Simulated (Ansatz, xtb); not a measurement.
Redistribution: CH3F + CH2FI → CH3I + CH2F2

Gas-phase species: CH3F (fluoromethane) `CF`, singlet; CH2FI (fluoroiodomethane) `FCI`, singlet; CH3I `CI`, singlet; CH2F2 (difluoromethane) `FCF`, singlet. The partners trade F for I; both sit on C, so the bond types are kept.

Shapes, held fixed at every level: PBE0-D4/def2-TZVP. Programs: Ansatz 0.2.0, xtb 6.7.1. The zero-point and thermal change to 298 K, harmonic and unscaled (PBE0-D4/def2-TZVP), is +0.1 kJ/mol.

**Question.** Estimate ΔH(298 K) of this reaction.

**Answer.** The highest level, CCSD(T)/def2-TZVPP, gives ΔH(298 K) = -51.8 kJ/mol; the levels span -58.4 to -21.3. The column of differences is taken from that level and isn't an error. No measured value is set beside it here. For atoms past krypton def2 sets carry core potentials with scalar relativity. Outer-core shells of I are correlated, in sets that cover them unevenly.

```csv
level,kind,ΔH(298 K) (kJ/mol),less CCSD(T)/def2-TZVPP
GFN2-xTB,semi-empirical,-21.3,+30.5
PBE-D4/def2-TZVPP,GGA,-43.6,+8.2
r2SCAN-D4/def2-TZVPP,meta-GGA,-47.5,+4.3
BHLYP-D4/def2-TZVPP,global hybrid,-49.5,+2.3
r2SCAN0-D4/def2-TZVPP,global hybrid,-51.2,+0.6
wB97X-V/def2-TZVPP,range-separated hybrid,-49.5,+2.3
MP2/def2-TZVPP,perturbation theory,-53.4,-1.6
CCSD(T)/def2-SVP,coupled cluster or CI,-58.4,-6.6
CCSD(T)/def2-TZVPP,coupled cluster or CI,-51.8,0.0
```
